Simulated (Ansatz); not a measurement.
Consider the formal exchange of groups at a C–C bond: `CCC(C)CO` + `[AlH2][SiH2]S` → `[CH3][AlH][SiH2]S` + `CC(C)CO`.

Computed with Ansatz on PBE0-D4/def2-TZVP structures; ΔE is electronic, products minus reactants. CCSD(T)/CBS adds triple-zeta CCSD(T) − MP2 to the extrapolated MP2 energy (def2 sets, frozen cores). DFT in def2-TZVPP. Each species was taken in one conformer, which may not be the lowest.

`CCC(C)CO`:

Cartesian coordinates in Å:
```
C -1.512 0.253 -1.538
C -0.200 0.609 -0.859
C 0.058 -0.144 0.442
C 0.288 -1.631 0.222
C 1.244 0.451 1.190
O 1.082 1.811 1.531
H -1.549 -0.796 -1.838
H -2.360 0.437 -0.872
H -1.664 0.854 -2.437
H -0.178 1.681 -0.645
H 0.636 0.417 -1.543
H -0.828 -0.025 1.086
H 0.465 -2.152 1.167
H 1.162 -1.795 -0.417
H -0.567 -2.107 -0.260
H 1.453 -0.153 2.085
H 2.136 0.408 0.557
H 0.334 1.883 2.130
```

`[AlH2][SiH2]S`:

Cartesian coordinates in Å:
```
Al -0.940 -1.391 -0.713
Si 0.630 0.213 0.286
S -0.389 2.100 0.420
H -2.405 -0.941 -1.124
H -0.477 -2.892 -0.947
H 1.870 0.355 -0.534
H 1.080 -0.226 1.640
H 0.630 2.781 0.973
```

`[CH3][AlH][SiH2]S`:

```xyz
11

C     2.108    1.072   -0.087
Al    0.159    1.004   -0.144
Si   -1.036   -1.132    0.128
S    -3.142   -0.718    0.004
H     2.579    0.094    0.027
H     2.502    1.535   -0.998
H     2.439    1.704    0.745
H    -0.679    2.338   -0.364
H    -0.723   -1.786    1.434
H    -0.651   -2.126   -0.919
H    -3.557   -1.985    0.174
```

`CC(C)CO`:

Z-matrix (Å, degrees):
```
C
C 1 1.521
H 1 1.096 2 110.8
H 1 1.093 2 112.0 3 -121.0
H 1 1.093 2 111.1 3 119.5
C 2 1.521 1 111.1 3 -62.8
C 2 1.522 1 111.5 3 59.9
H 2 1.097 1 108.4 3 177.6
H 6 1.093 2 111.5 1 -178.8
H 6 1.092 2 111.2 1 -58.5
H 6 1.095 2 110.9 1 61.1
O 7 1.411 2 114.1 1 61.4
H 7 1.093 2 109.6 1 179.6
H 7 1.102 2 109.2 1 -63.4
H 12 0.960 7 108.4 2 -67.7
```

```json
{"level": "PBE-D4", "ΔE (kJ/mol)": "-50.2", "difference from CCSD(T)/CBS": "-3.3"}
{"level": "PBE0-D4", "ΔE (kJ/mol)": "-48.2", "difference from CCSD(T)/CBS": "-1.3"}
{"level": "PBE", "ΔE (kJ/mol)": "-52.6", "difference from CCSD(T)/CBS": "-5.7"}
{"level": "r2SCAN", "ΔE (kJ/mol)": "-53.4", "difference from CCSD(T)/CBS": "-6.5"}
{"level": "PBE0", "ΔE (kJ/mol)": "-50.3", "difference from CCSD(T)/CBS": "-3.4"}
{"level": "HF/def2-TZVPP", "ΔE (kJ/mol)": "-42.2", "difference from CCSD(T)/CBS": "4.7"}
{"level": "SCS-MP2/def2-TZVPP", "ΔE (kJ/mol)": "-44.7", "difference from CCSD(T)/CBS": "2.2"}
{"level": "CCSD/def2-TZVPP", "ΔE (kJ/mol)": "-44.8", "difference from CCSD(T)/CBS": "2.1"}
{"level": "CCSD(T)/def2-TZVPP", "ΔE (kJ/mol)": "-45.4", "difference from CCSD(T)/CBS": "1.5"}
{"level": "HF/def2-QZVPP", "ΔE (kJ/mol)": "-42.5", "difference from CCSD(T)/CBS": "4.4"}
{"level": "CCSD(T)/CBS", "ΔE (kJ/mol)": "-46.9", "difference from CCSD(T)/CBS": "0"}
```

Largest T1 diagnostic among the species: 0.012.

In def2-TZVPP, CCSD(T) changes the Hartree–Fock value by −3.2 kJ/mol (the triples alone add −0.5 kJ/mol) and MP2 by −5.3 kJ/mol. The D4 term adds +3.6 kJ/mol with B3LYP and +2.1 kJ/mol with PBE0; it sums over pairs of atoms, weighted by their polarisabilities, and B3LYP, whose exchange is more repulsive, gets the larger term.

B3LYP here is the variant with VWN-RPA as its local correlation; programs differ in this.
